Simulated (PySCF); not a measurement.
**Xe²⁺: ionisation energy**

Xe²⁺ [Kr] 4d10 5s2 5p4 (3P) → Xe³⁺ [Kr] 4d10 5s2 5p3 (4S), as a difference of total energies. Calculation: PySCF 2.14, in aug-cc-pwCVDZ-PP with ECP28MDF (6s5p4d1f, 48 functions); scalar relativity through the core potential. Correlated levels: valence: 4s2 4p6 4d10 frozen; valence and next inner shell: nothing frozen outside the core potential. The calculations carry no spin-orbit coupling.

Q: Order these methods by the ionisation energy they give, lowest first.
A. SCS-MP2 (valence and next inner shell)
B. wB97X
C. r2SCAN0
D. PBEsol

A: A (29.770 eV), D (30.408 eV), C (30.441 eV), B (30.596 eV).

The reference lies between the lowest fine-structure levels, while these numbers refer to the centres of the terms.

Errors of the correlated levels include the incompleteness of this basis and the frozen core.

For comparison: 31.05 ± 0.04 eV (semi-empirical (NIST evaluation); NIST Atomic Spectra Database, ionization energies).
